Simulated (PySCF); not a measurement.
Species: C₄H₃FNP.
Z-matrix (Å and degrees, GFN2-xTB geometry), rows numbered from 1:
```
F 
C   1  1.3431
C   2  1.3899  1  117.69
C   3  1.3766  2  120.56  1   179.92
P   4  1.7431  3  124.47  2     0.14
C   5  1.7456  4   98.17  3    -0.06
N   2  1.3085  1  114.90  3  -179.99
H   3  1.0803  2  118.38  1    -0.08
H   4  1.0832  3  118.40  2  -179.90
H   6  1.0855  5  117.71  4   179.94
```

Definitions: NICS(0) = −σiso at the ring centroid; NICS(1) = −σiso and NICS(1)zz = −σzz at ±1 Å along the ring normal z. Level: GIAO PBE0/pcSseg-1 (PySCF, non-relativistic, gas phase) on the GFN2-xTB geometry, one conformer.

Ring bond lengths (Å), with Mayer bond orders in brackets: C2–C3 1.390 (1.36), C3–C4 1.377 (1.46), C4–P5 1.743 (1.28), P5–C6 1.746 (1.31), C6–N7 1.312 (1.45), N7–C2 1.308 (1.48).

Question: What do the NICS probes read (ppm)?

Answer: 
```csv
ring,type,NICS(0),"NICS(1), two faces","NICS(1)zz, two faces",rms pucker (Å),"centre to ring atoms, mean (Å)"
C2–C3–C4–P5–C6–N7,6-membered ring with N and P; formal bonds all aromatic,-8.0,-10.7 / -10.7,-25.9 / -25.9,0.00,1.47
```

Question: What do they say, and how far can they be read as aromaticity?

Answer: 
- C2–C3–C4–P5–C6–N7: mean NICS(1)zz -25.9 ppm, shielded.

Question: How equal are the bonds by HOMA? HOMA = 1 − mean of α(R − Ropt)² over the ring bonds, with Krygowski's 1993 parameters (CC: Ropt 1.388 Å, α 257.7 Å⁻²; CN: Ropt 1.334 Å, α 93.52 Å⁻²; CP: Ropt 1.698 Å, α 118.91 Å⁻²).

Answer: 
- C2–C3–C4–P5–C6–N7: HOMA 0.89; the largest term is that of P5–C6, α(R − Ropt)² = 0.27.

Question: At the second NICS(1) probe listed for ring C2–C3–C4–P5–C6–N7, 1 Å off the ring, what do the in-plane components average?

Answer: The isotropic value is a third of the trace: (3 × -10.7 − (-25.9))/2 = -3.1 ppm.

Question: List the ring angles and the Hirshfeld charges of the ring atoms.

Answer: 
- C2–C3–C4–P5–C6–N7: C2 127.4° (+0.154 e), C3 120.6° (-0.058 e), C4 124.5° (-0.083 e), P5 98.2° (+0.087 e), C6 128.2° (-0.029 e), N7 121.2° (-0.161 e); sum 720.0° against 720° for a flat convex ring.

Question: How shielded are the nuclei of the rings and their hydrogens (means over atoms taken as equivalent)?

Answer: 
```csv
atoms,environment,σ isotropic (ppm),"principal values of the symmetric part, first atom (ppm)"
C2,aromatic C–F carbon,13.1,"-63.8, 25.6, 77.7"
C3,aromatic CH carbon,68.7,"-21.3, 53.3, 174.0"
C4,aromatic CH carbon,7.4,"-163.7, 5.0, 180.9"
P5,phosphorus bonded to 2 C,121.0,"-120.3, -79.4, 562.7"
C6,aromatic CH next to a ring nitrogen,-6.5,"-177.5, 14.1, 143.8"
N7,pyridine-type nitrogen,-72.2,"-364.8, -122.6, 271.0"
H8,aromatic hydrogen,24.20,"19.9, 24.8, 27.9"
H9,aromatic hydrogen,21.92,"18.6, 20.5, 26.6"
H10,aromatic hydrogen,21.21,"18.1, 18.9, 26.6"
```
